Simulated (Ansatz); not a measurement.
`SBBCl` + CH₃SH → `CSBCl` + `BS` at 400 K and 1 bar (cleavage of the B–B bond).

Computed with Ansatz on PBE0-D4/def2-TZVP structures; ΔE is electronic, products minus reactants. CCSD(T)/CBS adds triple-zeta CCSD(T) − MP2 to the extrapolated MP2 energy (def2 sets, frozen cores). This one scheme is used for every species. Each species was taken in one conformer, which may not be the lowest.

| species | CCSD(T)/CBS energy (Eh) | H − E (kJ/mol) | S (J/(mol·K)) |
| --- | --- | --- | --- |
| `SBBCl` | -908.98400 | 121.0 | 346.5 |
| CH₃SH | -438.22835 | 138.7 | 269.4 |
| `CSBCl` | -922.86962 | 165.9 | 348.9 |
| `BS` | -424.38198 | 95.9 | 260.4 |

H − E and S are ideal-gas, rigid-rotor, harmonic terms from PBE0-D4/def2-TZVP, for one conformer and one mirror image of each species. 1 Eh = 2625.50 kJ/mol, R = 8.31446 J/(mol·K).

**Question.** By hand: ΔE, ΔH, ΔS and ΔG.

**Answer.** ΔE = (-922.86962) + (-424.38198) − (-908.98400) − (-438.22835) = -0.03925 Eh = -103.1 kJ/mol. Δ(H − E) = 165.9 + 95.9 − 121.0 − 138.7 = 2.1, so ΔH = -101.0 kJ/mol. ΔS = 348.9 + 260.4 − 346.5 − 269.4 = -6.6 J/(mol·K). ΔG = -101.0 − 400 × (-6.6)/1000 = -98.4 kJ/mol.

**Question.** By hand: the equilibrium constant, and the temperature at which ΔG would vanish if ΔH and ΔS stayed fixed.

**Answer.** log₁₀ K = −ΔG/(RT ln 10) = 12.8. ΔG = 0 at ΔH/ΔS = 15303 K, far beyond where these terms or the molecules hold.

The number of gas molecules stays the same, so ΔS is small and ΔH decides. A doubt of 5 kJ/mol in ΔE shifts log₁₀ K by 0.7 here. Other conformers and mirror images would add mixing entropy, several J/(mol·K) or more a flexible species. These are equilibria of isolated gas molecules and say nothing of rates. Largest T1 diagnostic: 0.015 (customary marks: 0.02 for closed shells, 0.045 for open ones).
